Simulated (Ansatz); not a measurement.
Isomers of B$_{3}$Sb$_{3}$⁻ (doublet), relaxed with PBE-D4/def2-SVPD; total energies from Ansatz at RPA@PBE/def2-TZVPD.

```csv
isomer,description,energy (Eh)
A,point group not assigned; 6 × B–Sb 2.19 to 2.43 Å; 3 × B–B 1.57 to 1.80 Å; 1 × Sb–Sb 2.89 Å,-793.64120
B,point group Cs; 6 × B–Sb 2.19 to 2.23 Å; 3 × B–B 1.69 to 1.70 Å,-793.65881
```

In the def2 sets Sb takes a core potential; there is no spin–orbit coupling. Correlated methods freeze 15 core orbitals; core or outer-core shells of Sb are correlated, in sets that lack core-valence functions.

The isomers come from a short search, and lower ones may exist.

**Question.** Work out the relative energies (1 Eh = 2625.5 kJ/mol) and the Boltzmann populations at 800 K from electronic energies alone (R = 8.314 J/mol/K).

**Answer.** ΔE: A 46.2, B 0.0 kJ/mol. RT = 6.65 kJ/mol. Factors exp(−ΔE/RT): A 0.000961, B 1; sum 1.001. Populations: A 0.1 %, B 99.9 %. Zero-point energy, vibrational entropy and symmetry numbers are left out and can shift these; an error of 4 kJ/mol changes a ratio by a factor of 1.8. Over the other density-functional and correlated levels in def2 sets, the gap between B and A ranges from 3 to 65 kJ/mol.
